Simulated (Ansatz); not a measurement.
Ansatz (an electronic-structure program) input (wB97M-V/def2-TZVPD):

Ansatz 0.2 input:
```yaml
crystal:
  periodic: [false, false, false]
  atoms:
    - {symbol: Y, position_ang: [-0.00000000, -0.00000000, -1.21210621]}
    - {symbol: Br, position_ang: [0.00000000, 0.00000000, 1.35063264]}
basis:
  gaussian:
    orbitals: def2-TZVPD
hamiltonian:
  xc: {name: wB97M-V}
magnetization: {spin_polarized: true, initial_magnetization: 2}
```

Output:

```
Functional definition: wB97M-V
integrals: 0.05 GiB planned
798 factors; their error is unknown
integrals: 0.09 GiB planned
172 factors; integrals over basis functions are off by at most 8.1e-5 eV
mean field: 0.73 GiB planned
mean field evaluation 1: about -71082.0284 eV, gradient 9.1e0 eV
mean field evaluation 2: about -71082.7147 eV, gradient 6.6e0 eV
mean field evaluation 4: about -71082.9716 eV, gradient 6.7e-1 eV
mean field evaluation 8: about -71083.1863 eV, gradient 1.7e-1 eV
mean field evaluation 16: about -71083.1865 eV, gradient 1.5e-3 eV
mean field evaluation 32: about -71083.1518 eV, gradient 8.9e-1 eV
mean field -71083.18648239 eV, -2612.2589213137 hartree, gradient 1.4e-5 eV, S^2 2.001164; 2 other end points of the search recorded, 0 dependent functions left out
reference -71083.18652883 eV, -2612.2589230203 hartree; 24, 22 occupied and 73, 75 virtual orbitals, 798 factors
Total energy: -71083.18652883 eV, -2612.2589230203 hartree
```

This state (charge 0, triplet) is run at the relaxed geometry of the species with charge 0 and multiplicity 1, and is a spin state other than that species' own.
